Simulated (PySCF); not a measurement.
Match the calculated data to a structure.

All candidates are C6H9NSi.

| technique | computed result |
| --- | --- |
| Valence photoelectron | vertical ionisation energy: 8.96 eV [ΔSCF CAM-B3LYP/def2-SVPD] |
| UV, strongest line | among the 10 lowest singlet transitions: S2 at 5.20 eV (238 nm, f = 0.523) [TDDFT CAM-B3LYP/def2-SVPD] |
| UV, first state | lowest singlet excitation: 3.79 eV (327 nm, f = 0.000) [TDDFT CAM-B3LYP/def2-SVPD] |
| 13C NMR | chemical shifts (computed TMS as zero) by class: 180.4 (1 C), 153.4 (1 C), 137.2 (1 C), 104.6 (1 C), 87.7 (1 C), 20.8 (1 C) ppm [GIAO CAM-B3LYP/pcSseg-1] |
| NMR, other nuclei | isotropic shieldings of nuclei other than C and H, by class: -99 (1 N), 395 (1 Si) ppm [GIAO CAM-B3LYP/pcSseg-1] |
| Rotational structure | rotational constants A, B, C: 3.984, 0.631, 0.574 GHz [PBE0-D3(BJ)/def2-SVP] |
| 1H NMR | chemical shifts (computed TMS as zero) by class: 8.25 (1 H), 7.68 (1 H), 6.11 (1 H), 4.82 (2 H), 2.29 (1 H), 2.01 (3 H) ppm [GIAO CAM-B3LYP/pcSseg-1] |
| Dipole | 2.05 D [CAM-B3LYP/def2-SVPD] |
| Triplet | lowest triplet excitation (Tamm–Dancoff): 3.12 eV [TDA CAM-B3LYP/def2-SVPD] |

Electronic properties: PySCF, gas phase, density fitting. Levels stand in brackets. Geometry: PBE0-D3(BJ)/def2-SVP, one conformer, isolated molecule. NMR classes are plain means over equivalent atoms (diastereotopic ones count apart unless rotation or inversion swaps them), as if these changed places fast.

Question: Which candidate is it?
A. `C=Cc1ccn([SiH3])c1`
B. `N#C[Si@@H]1C[C@@H]1C1CC1`
C. `C#C/C(=N\[SiH3])C1CC1`
D. `C#C[SiH2]/N=C/C=C\C`
E. `C#C[SiH2]/N=C/C=C/C`

Answer: E. It is `C#C[SiH2]/N=C/C=C/C`. Numbering: `[CH:1]#[C:2][SiH2:3]/[N:4]=[CH:5]/[CH:6]=[CH:7]/[CH3:8]`. Its formula, C6H9NSi, gives 4 degrees of unsaturation: 0 rings and 4 π bonds in the structure found. 6 carbons fall into 6 classes; from least to most shielded: C=N carbon [C5] (180.4 ppm), alkene CH carbon [C7] (153.4 ppm), alkene CH carbon [C6] (137.2 ppm), terminal alkyne carbon [C1] (104.6 ppm), alkyne carbon [C2] (87.7 ppm), allylic carbon [C8] (20.8 ppm). Hydrogen classes from least to most shielded: 1 H on a C=N carbon, C5 (8.25 ppm), 1 H on an alkene CH carbon, C7 (7.68 ppm), 1 H on an alkene CH carbon, C6 (6.11 ppm), 2 H on an SiH2 silicon, Si3 (4.82 ppm), 1 H on a terminal alkyne carbon, C1 (2.29 ppm), 3 H on an allylic carbon, C8 (2.01 ppm). The other shieldings belong to: -99 ppm, C=N nitrogen [N4]; 395 ppm, SiH2 silicon [Si3]. S1 is mainly HOMO→LUMO (weight 0.89); the largest Löwdin shares of the orbital it empties are 0.55 on the C=N nitrogen, 0.12 on the C=N carbon, 0.09 on the SiH2 silicon and 0.06 on an alkene CH carbon, of the orbital it fills 0.24 on the C=N carbon, 0.21 on an alkene CH carbon, 0.20 on the C=N nitrogen and 0.14 on an alkene CH carbon. The optimised geometry has point group C1 and is an asymmetric top.

The others, at the same levels:
- `C#C/C(=N\[SiH3])C1CC1` fails: it has 5 carbon classes against 6; its computed 13C shifts are 178.2 (1 C), 88.4 (1 C), 76.3 (1 C), 27.5 (1 C), 8.3 (2 C) ppm, 1H shifts are 4.82 (3 H), 2.87 (1 H), 1.87 (1 H), 1.07 (2 H), 0.85 (2 H) ppm and lowest triplet excitation (Tamm–Dancoff) is 3.42 eV (against 3.12 eV).
- `C=Cc1ccn([SiH3])c1` fails: its computed 13C shifts are 141.0 (1 C), 136.8 (1 C), 133.4 (1 C), 133.2 (1 C), 117.9 (1 C), 117.6 (1 C) ppm, 1H shifts are 6.85 (1 H), 6.63 (1 H), 6.57 (1 H), 6.56 (1 H), 5.71 (1 H), 5.19 (1 H), 4.84 (3 H) ppm and lowest singlet excitation is 5.42 eV (229 nm, f = 0.439) (against 3.79 eV).
- `C#C[SiH2]/N=C/C=C\C` fails: its computed 13C shifts are 183.4 (1 C), 160.1 (1 C), 134.4 (1 C), 104.9 (1 C), 87.6 (1 C), 19.0 (1 C) ppm, 1H shifts are 8.53 (1 H), 6.41 (1 H), 6.05 (1 H), 4.83 (2 H), 2.66 (3 H), 2.34 (1 H) ppm and rotational constant A is 3.290 GHz (against 3.984 GHz).
- `N#C[Si@@H]1C[C@@H]1C1CC1` fails: its computed 13C shifts are 127.3 (1 C), 12.0 (1 C), 9.2 (1 C), 4.3 (1 C), 1.9 (1 C), -5.4 (1 C) ppm, 1H shifts are 3.23 (1 H), 1.36 (1 H), 1.14 (1 H), 0.53 (1 H), 0.51 (1 H), 0.42 (1 H), 0.28 (1 H), 0.26 (1 H), 0.23 (1 H) ppm and lowest singlet excitation is 5.57 eV (223 nm, f = 0.015) (against 3.79 eV).

Each candidate is one conformer, not necessarily the lowest. The conformers computed, where there is a choice (atom-mapped SMILES and torsion angles):
- `[CH:1]#[C:2][SiH2:3]/[N:4]=[CH:5]/[CH:6]=[CH:7]/[CH3:8]`: C2–Si3–N4–C5 -119°, N4–C5–C6–C7 -1°
- `[CH:1]#[C:2]/[C:3](=[N:4]\[SiH3:5])[CH:6]1[CH2:7][CH2:8]1`: C2–C3–C6–C7 -36°
- `[CH2:1]=[CH:2][c:3]1[cH:4][cH:5][n:6]([SiH3:7])[cH:8]1`: C1–C2–C3–C4 1°
- `[CH:1]#[C:2][SiH2:3]/[N:4]=[CH:5]/[CH:6]=[CH:7]\[CH3:8]`: C2–Si3–N4–C5 -121°, N4–C5–C6–C7 5°
- `[N:1]#[C:2][Si@@H:3]1[CH2:4][C@@H:5]1[CH:6]1[CH2:7][CH2:8]1`: C4–C5–C6–C7 49°
